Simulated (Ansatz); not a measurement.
Ideal-gas functions of CH4NOSb, SMILES `O=C[NH][SbH2]` at 400 K and 1 bar, from an Ansatz frequency run at PBE0-D4/def2-TZVP.

Molar mass 167.81 g/mol, point group C1 (symmetry number 1), electronic degeneracy 1, moments of inertia 40.57, 217.587, 252.375 u Å². Harmonic wavenumbers (cm⁻¹, unscaled): 109, 164, 225, 491, 522, 632, 676, 821, 835, 1035, 1137, 1362, 1418, 1749, 1929, 1955, 2981, 3642.

Use S(trans) = R[1.5 ln M + 2.5 ln T − 1.1517]; rotational temperatures θ = 24.2544 K / I; S(rot) = R[ln(√π/σ · √(T³/θAθBθC)) + 1.5]; for each mode x = 1.438777 ν̃/T, S = R[x/(eˣ − 1) − ln(1 − e⁻ˣ)] and H = RT x/(eˣ − 1); 1 cm⁻¹ = 0.0119627 kJ/mol; R = 8.31446 J/(mol·K).

**Question.** By hand: the entropy, in J/(mol·K).

**Answer.** Translation 178.9. Rotation: θ = 0.5978, 0.1115, 0.0961 K, giving 113.0. Vibration, mode by mode: 16.15, 12.82, 10.30, 4.59, 4.20, 3.07, 2.71, 1.80, 1.73, 0.97, 0.72, 0.37, 0.31, 0.11, 0.06, 0.06, 0.00, 0.00, in all 60.0. Electronic 0.0. Sum 351.9 J/(mol·K).

**Question.** By hand: H − E and G − E in kJ/mol, counted from the electronic energy.

**Answer.** Zero-point energy ½ × 21683 × 0.0119627 = 129.7; thermal vibration 13.2; translation, rotation and pV give 4 RT = 13.3. H − E = 156.2 kJ/mol, and G − E = 156.2 − 400 × 351.9/1000 = 15.4 kJ/mol.

Vibration gives 17 % of the entropy, 16.2 J/(mol·K) of it from the mode under 150 cm⁻¹: soft modes count most, and the harmonic formula is weakest for them. The sum counts one conformer and one mirror image; others add a mixing term.
